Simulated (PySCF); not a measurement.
A calculated (B3LYP, PySCF 2.14, dyall-av3z, scalar relativity by spin-free X2C-1e) atom or ion has these occupied shells.

```tsv
shell	electrons	orbital energy (eV)	rms radius, mean of both spins (bohr)
1s α	1	-314.72	0.314
1s β	1	-313.48	0.314
2p α	2	-34.104	1.45
```

Task: Name the element and its charge.

Result: C²⁺ (carbon, charge +2), in [He] 2p2, high-spin 3P determinant (an excited configuration).
